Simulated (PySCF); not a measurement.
```xyz
3
charge 0 multiplicity 2, angstrom
Tc   -0.0007   -1.3464    0.0000
N     1.4689   -1.9756    0.0000
I    -0.1615    1.2675    0.0000
```

All numbers come from UPBE in PySCF with Tc def2-SVP with ECP28, N def2-SVP, I def2-SVP with ECP28; scalar-relativistic core potentials, no spin–orbit coupling; density-fitted integrals.

This geometry of ITcN is a stationary point at this level.

Question: What is the point group?

Answer: Cs.

Question: Is it a minimum?

Answer: Yes: all harmonic wavenumbers are real.

Question: Which band is strongest in the infrared?

Answer: 1172 cm⁻¹ (a'), 90 km/mol.

Question: What are the dipole moment and the gap between the highest occupied and lowest empty levels of either spin?

Answer: 3.32 D and 0.53 eV.

This need not be the most stable arrangement of these atoms. Other spin states or occupations of the open shell can lie lower. No spin–orbit coupling is included, which matters more the heavier the element.
